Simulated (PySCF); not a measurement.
CH₃O (SMILES C[O]), doublet, geometry from GFN2-xTB. Base run: TPSS/aug-cc-pVDZ (PySCF).

Input for PySCF:
```python
from pyscf import gto, scf, dft

mol = gto.M(
    atom='''
C     0.007376   -0.542581   -0.035516
O    -0.023996    0.767211    0.026174
H     1.056498   -0.912751    0.044622
H    -0.435222   -0.988122    0.886279
H    -0.473558   -0.981330   -0.927194
''',
    basis='aug-cc-pvdz',
    charge=0,
    spin=1,
    verbose=4,
)

mf = dft.UKS(mol)
mf.xc = 'tpss'
mf.kernel()
```

The base run was repeated with changes; each row names its change, and settings that it needs were set with it.

```tsv
change	ΔE vs base (mEh)	fitting functions	dipole (D)
base	0.000	-	2.05
auxbasis = even-tempered beta=3.0	-0.082	304	2.05
auxbasis = def2-universal-jfit	-0.138	131	2.05
auxbasis = def2-svp-ri	-7.643	138	2.05
auxbasis = def2-tzvp-ri	-0.187	197	2.05
auxbasis = cc-pvtz-jkfit	-0.050	248	2.05
auxbasis = cc-pvqz-jkfit	-0.023	365	2.05
auxbasis = autoaux	-0.015	427	2.05
auxbasis = even-tempered beta=2.0	-0.005	452	2.05
auxbasis = def2-universal-jkfit	-0.049	206	2.05
```

A fitting set is made for a task (jfit for Coulomb, jkfit for Coulomb and exchange, ri for correlation) and for a family of orbital bases.

Open shells are given as the SCF converged; they aren't shown to be the lowest states, and a large step between rows can be another state.
